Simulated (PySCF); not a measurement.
Species: C5H6F2.
SMILES with atom numbers: `[F:1][CH2:2][C@@H:3]1[C@H:4]2[C@@H:5]([F:6])[C@@H:7]12` (hydrogens: H8, H9 on C2; H10 on C3; H11 on C4; H12 on C5; H13 on C7)

The geometry is computed with GFN2-xTB (gas phase).

(1) What internal coordinates does the optimisation give?

## Answers

(1) 
```tsv
bond	length (Å)	order
F1–C2	1.373	single
C2–C3	1.511	single
C3–C4, C3–C7	1.500	single
C4–C5, C5–C7	1.483	single
C5–F6	1.373	single
C4–C7	1.500	single
C2–H8, C2–H9	1.096	single
C3–H10	1.086	single
C4–H11, C7–H13	1.068	single
C5–H12	1.084	single
```

Bonds in one row agree within 0.01 Å and their mean is given. Orders are formal, as drawn. A selection of angles:
```tsv
angle	degrees
F1–C2–C3	111.0
F1–C2–H8	106.8
C3–C2–H8	111.1
H8–C2–H9	109.8
C2–C3–C4	118.7
C2–C3–H10	112.4
C4–C3–C7	60.0
C4–C3–H10	118.9
C3–C4–C5	96.3
C3–C4–C7	60.0
C3–C4–H11	131.1
C5–C4–C7	59.6
C5–C4–H11	132.3
C7–C4–H11	134.9
C4–C5–F6	119.4
C4–C5–C7	60.8
C4–C5–H12	120.9
F6–C5–H12	108.7
```

Torsions: F1–C2–C3–C4 35° (synclinal); C2–C3–C4–C5 -158° (antiperiplanar); C3–C4–C5–F6 -60° (synclinal); C4–C5–C7–C3 -50° (synclinal); C2–C3–C7–C5 158° (antiperiplanar); C3–C4–C7–C5 -119° (anticlinal).

All internal angles of the 3-membered ring C3–C4–C7 are 60.0°. The 6 C–C bonds span 1.483 Å (C5–C7, drawn single) to 1.511 Å (C2–C3, drawn single), a spread of 0.028 Å. The 3-membered ring C4–C5–C7 has internal angles of 59.6° to 60.8°. Of the pairs four or more bonds apart, F6···H10 is among the closest relative to their van der Waals radii: 2.41 Å, 90 % of the sum of Bondi's values.

Point group: Cs (every atom within 0.08 Å of its image). No frequency check. The numbers are those of one conformer.
